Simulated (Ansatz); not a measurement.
Relaxation of Li5Al⁺ with UKS r2SCAN-D4/def2-TZVP.

```sh
$ ansatz run in.yaml --threads 4 --pin off --events-out ev --progress --plain --max-ram 3916MiB
```

```yaml
crystal:
  periodic: [false, false, false]
  atoms:
    - {symbol: Li, position_ang: [1.994340, -0.710350, 0.976260]}
    - {symbol: Li, position_ang: [-0.604920, 2.083770, 0.858600]}
    - {symbol: Li, position_ang: [0.646820, -2.074540, -0.891050]}
    - {symbol: Li, position_ang: [-1.964730, 0.781600, -1.013530]}
    - {symbol: Li, position_ang: [0.758060, 0.641030, -1.003350]}
    - {symbol: Al, position_ang: [-0.829570, -0.721520, 1.073060]}
basis:
  gaussian: {orbitals: def2-TZVP}
total_charge: 1
magnetization: {spin_polarized: true, initial_magnetization: 1}
hamiltonian: {xc: r2scan, dispersion: d4}
scf: {omitted_lower_state_checks: [starts]}
output: {orbitals: {seedname: orbitals}}
relax: {f_tol: 0.02, max_steps: 100}
```

It took 62 s on 4 threads of Arm Neoverse V2 on a shared host.

Positions (Å) and forces (eV/Å) at steps 1, 2, 3, 4, 5, 6, 7, 10, 12 of 12:

```xyz
6
step=1 energy=-7613.3678 eV
Li    1.994   -0.710    0.976    0.262    0.052    0.656
Li   -0.605    2.084    0.859    0.076    0.288    0.648
Li    0.647   -2.075   -0.891   -0.350   -0.562   -0.221
Li   -1.965    0.782   -1.014   -0.581   -0.332   -0.253
Li    0.758    0.641   -1.003    0.243    0.245   -0.383
Al   -0.830   -0.722    1.073    0.349    0.309   -0.447
6
step=2 energy=-7613.8106 eV
Li    2.051   -0.705    1.133    0.007   -0.007    0.236
Li   -0.596    2.147    1.012   -0.003    0.022    0.235
Li    0.565   -2.211   -0.935   -0.157   -0.181    0.014
Li   -2.107    0.705   -1.063   -0.197   -0.149    0.005
Li    0.809    0.690   -1.082    0.151    0.144   -0.204
Al   -0.722   -0.627    0.935    0.199    0.172   -0.287
6
step=3 energy=-7613.9715 eV
Li    2.022   -0.690    1.251    0.037    0.029    0.049
Li   -0.580    2.127    1.131    0.033    0.037    0.047
Li    0.477   -2.289   -0.913   -0.063   -0.093    0.076
Li   -2.196    0.619   -1.043   -0.103   -0.053    0.074
Li    0.904    0.778   -1.210    0.096    0.092    0.021
Al   -0.628   -0.545    0.784    0.000   -0.011   -0.267
6
step=4 energy=-7614.1013 eV
Li    2.016   -0.656    1.304   -0.021    0.129    0.058
Li   -0.544    2.122    1.183    0.124   -0.029    0.064
Li    0.449   -2.402   -0.856   -0.096   -0.152   -0.020
Li   -2.315    0.600   -0.989   -0.160   -0.084   -0.023
Li    0.998    0.867   -1.234   -0.039   -0.027    0.216
Al   -0.604   -0.530    0.591    0.191    0.162   -0.294
6
step=5 energy=-7614.2152 eV
Li    1.994   -0.586    1.357   -0.088    0.098    0.042
Li   -0.478    2.097    1.240    0.088   -0.094    0.050
Li    0.408   -2.510   -0.831   -0.057   -0.145   -0.089
Li   -2.428    0.568   -0.968   -0.145   -0.049   -0.093
Li    1.049    0.916   -1.205   -0.044   -0.038    0.082
Al   -0.545   -0.484    0.407    0.246    0.227    0.008
6
step=6 energy=-7614.2740 eV
Li    1.947   -0.466    1.435   -0.039   -0.011    0.017
Li   -0.366    2.044    1.324   -0.015   -0.037    0.019
Li    0.317   -2.617   -0.858   -0.039    0.031   -0.011
Li   -2.543    0.485   -0.995    0.030   -0.042   -0.006
Li    1.085    0.949   -1.177    0.124    0.106   -0.185
Al   -0.440   -0.394    0.271   -0.061   -0.047    0.167
6
step=7 energy=-7614.2855 eV
Li    1.923   -0.464    1.486   -0.031   -0.035   -0.048
Li   -0.365    2.025    1.374   -0.037   -0.031   -0.047
Li    0.206   -2.638   -0.843    0.004    0.003   -0.008
Li   -2.574    0.374   -0.976    0.004    0.005   -0.009
Li    1.212    1.064   -1.267   -0.057   -0.051    0.058
Al   -0.402   -0.361    0.226    0.115    0.109    0.054
6
step=10 energy=-7614.2987 eV
Li    2.005   -0.514    1.492    0.016   -0.018    0.012
Li   -0.414    2.108    1.378   -0.017    0.018    0.010
Li    0.113   -2.474   -0.950    0.012   -0.007    0.005
Li   -2.413    0.267   -1.070   -0.006    0.012    0.004
Li    1.070    0.928   -1.256    0.020    0.017   -0.042
Al   -0.362   -0.315    0.406   -0.025   -0.023    0.011
6
step=12 energy=-7614.3000 eV
Li    2.003   -0.529    1.496    0.001   -0.001    0.001
Li   -0.428    2.108    1.380    0.000    0.002    0.001
Li    0.131   -2.488   -0.936   -0.001    0.002    0.002
Li   -2.426    0.285   -1.057    0.001   -0.002    0.002
Li    1.081    0.939   -1.278    0.001    0.001    0.000
Al   -0.361   -0.315    0.394   -0.002   -0.002   -0.005
```

The structure comes from a short search, and lower isomers may exist.
